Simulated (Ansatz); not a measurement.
Isolated molecules relaxed with PBE0-D4/def2-TZVP in Ansatz; ΔE leaves out vibrations. CBS: MP2 limit from def2 TZ/QZ plus the TZ coupled-cluster correction, frozen cores. This one scheme is used for every species. DFT in def2-TZVPP. Elements past krypton have def2 core potentials. For Te outer-core shells are correlated without core-valence functions, which leaves a few kJ/mol of doubt a bond. Each species was taken in one conformer, which may not be the lowest.

Reaction (formal exchange of groups at a Te–C bond): `C=C(Cl)[TeH]` + `BC=O` → `O=CB[TeH]` + `C=CCl`

`C=C(Cl)[TeH]`:

Z-matrix (Å, degrees):
```
C
C 1 1.325
H 1 1.084 2 121.2
H 1 1.083 2 120.5 3 179.8
Cl 2 1.726 1 121.0 3 -2.4
Te 2 2.104 1 121.8 3 173.3
H 6 1.658 2 93.1 1 138.6
```

`BC=O`:

Z-matrix (Å, degrees):
```
B
C 1 1.538
H 1 1.192 2 118.5
H 1 1.192 2 118.5 3 171.4
O 2 1.221 1 96.8 3 -85.7
H 2 1.104 1 141.2 3 94.3
```

`O=CB[TeH]`:

```xyz
7

O     1.483    1.198    0.141
C     0.842    0.279    0.597
B    -0.708    0.109    0.381
Te   -1.480   -0.646   -1.417
H     1.361   -0.496    1.216
H    -1.492    0.368    1.240
H    -0.005   -0.813   -2.159
```

`C=CCl`:

Z-matrix (Å, degrees):
```
C
C 1 1.320
H 1 1.083 2 119.4
H 1 1.083 2 122.2 3 180.0
Cl 2 1.721 1 123.5 3 -180.0
H 2 1.083 1 123.6 3 -0.0
```

CCSD(T)/CBS gives -121.5 kJ/mol.

(1) Another level gave -123.5 kJ/mol. Which?
A. r2SCAN0/def2-TZVPP
B. HF/def2-TZVPP
C. CAM-B3LYP/def2-TZVPP
D. RPA@PBE/def2-TZVPP

Largest T1 diagnostic among the species: 0.021, so the coupled-cluster value is less sure than usual.

Results:

(1) C. CAM-B3LYP -123.5, RPA@PBE/def2-TZVPP -117.8, r2SCAN0 -129.4, HF/def2-TZVPP -136.9 kJ/mol.

In def2-TZVPP, CCSD(T) changes the Hartree–Fock value by +13.9 kJ/mol (the triples alone add +3.3 kJ/mol) and MP2 by +19.3 kJ/mol. From r2SCAN to r2SCAN0 (25 % exact exchange), in def2-TZVPP and without D4, ΔE moves by −6.3 kJ/mol.
